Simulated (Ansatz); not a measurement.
Reaction (redistribution): `N[Si](O)(O)[TeH]` + `C=[C]([GeH3])C=O` → `C=[C]([GeH3])[TeH]` + `N[Si](O)(O)C=O`

Gas-phase electronic energies from Ansatz, PBE0-D4/def2-TZVP geometries. CCSD(T)/CBS adds triple-zeta CCSD(T) − MP2 to the extrapolated MP2 energy (def2 sets, frozen cores). DFT in def2-TZVPP. B3LYP here is the variant with VWN-RPA as its local correlation; programs differ in this. def2 core potentials past Kr. For Ge, Te outer-core shells are correlated without core-valence functions, which leaves a few kJ/mol of doubt a bond. Scalar relativity is left out up to krypton. One conformer a species, not always the lowest.

Task: Is it downhill or uphill in electronic energy at CCSD(T)/CBS, and by how much? (Estimate.)

Result: Ansatz gave: Uphill: ΔE = +1.19 eV.

Task: What do these levels give: B3LYP-D4, B3LYP, MP2/def2-TZVPP, SCS-MP2/def2-TZVPP, CCSD(T)/def2-TZVPP, MP2/CBS(def2)? (An estimate is asked.)

Result: Ansatz gave: B3LYP-D4 1.23, B3LYP 1.23, MP2/def2-TZVPP 1.22, SCS-MP2/def2-TZVPP 1.17, CCSD(T)/def2-TZVPP 1.17, MP2/CBS(def2) 1.24 eV.

Largest T1 diagnostic among the species: 0.014.

From PBE to PBE0 (25 % exact exchange), in def2-TZVPP and without D4, ΔE moves by +0.05 eV. In def2-TZVPP, CCSD(T) changes the Hartree–Fock value by −0.14 eV (the triples alone add −0.01 eV) and MP2 by −0.10 eV.
